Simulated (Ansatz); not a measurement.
Basis-set extrapolation for CH6BClOSi (`BOC[SiH2]Cl`) (PBE0-D4/def2-TZVP geometry, frozen core, the Gaussian-basis code of Ansatz). Multiplicity 1, RHF reference.

```json
{"": "HF", "def2-TZVPP": "-889.498965", "def2-QZVPP": "-889.527771"}
{"": "MP2 correlation", "def2-TZVPP": "-0.819044", "def2-QZVPP": "-0.884721"}
{"": "CCSD(T) correlation", "def2-TZVPP": "-0.908906", "def2-QZVPP": "not run"}
```

Energies in hartree. Use E(X) = E(∞) + A·exp(−7.88·√X) for Hartree–Fock and E(X) = E(∞) + B·X^(−2.97) for correlation, with X = 3 and 4, and add CCSD(T) minus MP2 of the smaller set to the MP2 limit.

Q: What is the CCSD(T) energy at the basis-set limit?

A: HF limit: -889.527771 + (-0.028806) × 0.13774 = -889.53174. MP2 limit: -0.884721 + (-0.065677) × 0.74074 = -0.93337. Higher-order term: -0.908906 − (-0.819044) = -0.08986. Total: -890.55497 hartree, 386.2 kJ/mol below CCSD(T)/def2-TZVPP.
